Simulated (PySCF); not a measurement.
**Excitation energy of Rh by level of theory**

Rh [Kr] 4d8 5s1 (4F) → Rh [Kr] 4d7 5s2 (4F), as a difference of total energies. Calculation: PySCF 2.14, in x2c-QZVPPall; scalar relativity by spin-free X2C-1e. Correlated levels: valence: [Kr] frozen; valence and next inner shell: [Ar] 3d10 frozen. The calculations carry no spin-orbit coupling.

```csv
method,excitation energy (eV)
UHF,1.291
LDA,1.955
PBE,1.975
PBE0,1.912
r2SCAN,1.933
BHandHLYP,1.603
r2SCANh,1.897
wB97M-V,1.698
MP2 (valence),1.776
SCS-MP2 (valence),1.708
MP2 (valence and next inner shell),1.711
SCS-MP2 (valence and next inner shell),1.562
```

Q: How much does correlation contribute at MP2 (valence and next inner shell)?

A: 1.711 − (1.291) = 0.420 eV, measured against UHF.

A first-order spin-orbit estimate (lowest level to lowest level, LS coupling) adds -0.021 eV.
